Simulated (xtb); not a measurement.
Al(H)2(nPr) (C3H9Al), SMILES CC[CH2][AlH2]. All values are semi-empirical tight-binding results from xtb (GFN2-xTB unless named), good for trends rather than for accurate numbers. Geometry: GFN2-xTB. The structure was generated by enumeration; whether it is a known compound was not checked. Other conformers were not sampled.

For metal compounds this method's bond lengths and energies can be far off.

Question: Estimate the properties. (The exact figures need the calculation; the answer reports its results.)

Answer: 
The orbital gap is 4.55 eV, the zero-point energy is 64.5 kcal/mol and the G − E(el) at 298.15 K (modified RRHO) is 45.3 kcal/mol.
